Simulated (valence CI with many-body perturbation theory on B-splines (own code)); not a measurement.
Which ion has this spectrum?

A relativistic CI+MBPT calculation for an atom or ion with 34 electrons gives these levels (cm⁻¹):

```tsv
J	Parity	E	g
2	even	0	1.36
0	even	57061	
1	even	359884	1.50
2	even	390260	1.14
0	even	774393	
2	odd	952022	1.42
1	odd	972873	1.19
2	odd	989527	1.08
0	odd	997131	
3	odd	1001165	1.16
4	odd	1068093	1.29
1	odd	1086699	1.32
2	odd	1119802	1.31
3	odd	1150017	1.14
```

The energies are calculated, and their last digits are not significant.

(1) Which is it?
A. Eu29+
B. Tb31+
C. Ho33+
D. Dy32+

## Answers

(1) B. Tb31+, ground level (4s^2 4p1/2^2 4p3/2^2) J=2.
